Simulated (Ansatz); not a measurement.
`CC[SiH2]SC` + `FC(F)(F)S` → `CSC(F)(F)F` + `CC[SiH2]S`  (substitution at a C–S bond)

Gas-phase electronic energies from Ansatz, PBE0-D4/def2-TZVP geometries. CCSD(T)/CBS adds triple-zeta CCSD(T) − MP2 to the extrapolated MP2 energy (def2 sets, frozen cores). One conformer a species, not always the lowest.

| level | ΔE (eV) |
| --- | --- |
| CCSD/def2-TZVPP | -0.16 |
| MP2/def2-QZVPP | -0.15 |

What does CCSD(T)/CBS give? (Estimate.)

Computed: -0.16 eV. The listed levels differ from it by 0.00, 0.01 eV.

Largest T1 diagnostic among the species: 0.012.

In def2-TZVPP, CCSD(T) changes the Hartree–Fock value by +0.04 eV (the triples alone add +0.01 eV) and MP2 by +0.05 eV. The D4 term adds +0.04 eV with B3LYP and +0.03 eV with PBE0; it sums over pairs of atoms, weighted by their polarisabilities, and B3LYP, whose exchange is more repulsive, gets the larger term.

B3LYP here is the variant with VWN-RPA as its local correlation; programs differ in this.
